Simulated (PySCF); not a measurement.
# One molecule, several mistakes: Al2H4N

All numbers below are calculated, not measured. The program is PySCF 2.14.0, an open-source quantum chemistry code, run on an isolated molecule that a program drew, which may never have been made. The molecule is Al2H4N (charge 0, doublet), drawn as the SMILES string `[NH2][AlH][AlH]`.

Each row is a Hartree-Fock (HF) and frozen-core CCSD(T) single point in the cc-pV(D+d)Z basis, meant for a local HF minimum. Run 1 is clean. Each other run has one planted mistake out of seven kinds, and not every kind appears here: one electron removed, one electron added, multiplicity raised by two, geometry at a saddle point, minimal basis STO-3G, one bond length entered in bohr, all coordinates scaled. The reference is restricted for singlets and unrestricted otherwise, and also for a bond in bohr. Adding or removing an electron swaps singlet and doublet. Electrons count all cores. HOMO and LUMO are orbital energies over both spins, the gradient is its largest component, and the lowest frequency (negative if imaginary) is given only where the gradient is small. Bond lengths are over the 6 bonds as drawn. T1 is the CCSD diagnostic: over 0.02 (restricted) or 0.045 (unrestricted) a single reference is doubtful.

Geometry of the clean run:
```xyz
7
Al2H4N, angstrom
N    -1.4828    0.2364   -1.2103
Al   -0.5990   -0.9251   -0.2075
Al    2.0101   -1.1180   -0.3264
H    -1.0825    0.9428   -1.7987
H    -2.4839    0.2874   -1.2664
H    -1.5007   -1.9363    0.6214
H     3.0329   -0.3661    0.6445
```

```
run,electrons,basis functions,<S^2>,HOMO (eV),LUMO (eV),gradient (hartree/bohr),lowest frequency (cm^-1),mean bond (Å),longest bond (Å),T1,HF (hartree),CCSD(T) (hartree),mistake
1,37,80,0.775,-7.20,0.47,2.5e-05,132,1.5971,2.619,0.0192,-540.61435,-540.94589,no fault
2,38,80,0.000,-0.25,5.68,3.1e-02,-,1.5971,2.619,0.0182,-540.59748,-540.96133,one electron added
3,37,27,0.769,-2.84,7.71,3.2e-02,-,1.5971,2.619,0.0174,-534.01220,-534.14077,minimal basis STO-3G
4,37,80,0.776,-7.04,0.57,1.1e-01,-,1.4630,2.399,0.0173,-540.56670,-540.89258,?
5,36,80,0.000,-14.89,-5.94,4.2e-02,-,1.5971,2.619,0.0206,-540.37268,-540.69932,?
```

**Which mistake was planted in run 4, and what did it cost?**

The mean and the longest bond both change by the same factor, 0.916, and the gradient is no longer small. So the mistake is: all coordinates scaled. Subtracting run 1 and multiplying by 627.51 kcal/mol a hartree, the energy moved by 29.9 kcal/mol in HF and 33.5 kcal/mol in CCSD(T).

**Which mistake was planted in run 5, and what did it cost?**

It counts 36 electrons, one fewer than the clean run, at the same geometry and basis. So the mistake is: one electron removed. Subtracting run 1 and multiplying by 627.51 kcal/mol a hartree, the energy moved by 151.7 kcal/mol in HF and 154.7 kcal/mol in CCSD(T).

Cautions from the logs. Run 5: T1 is over the limit, so its CCSD(T) energy is less reliable.
